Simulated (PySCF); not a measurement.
A structure optimised at r2SCAN-D4/def2-TZVP, used in a PySCF frequency run:

```xyz
7

Be     0.0000     0.0000     0.0000
N      0.0000     0.0000    -1.5112
H      0.5814     0.5814    -2.0927
H     -0.5814    -0.5814    -2.0927
N      0.0000     0.0000     1.5112
H      0.5814    -0.5814     2.0927
H     -0.5814     0.5814     2.0927
```
Charge 0, spin multiplicity 1.

Question: Write its SMILES, formula and point group.

Answer: [NH2][Be][NH2], BeH4N2, D2d

Question: What are its rotational constants (standard atomic weights)?

Answer: 185.37, 6.0890, 6.0890 GHz
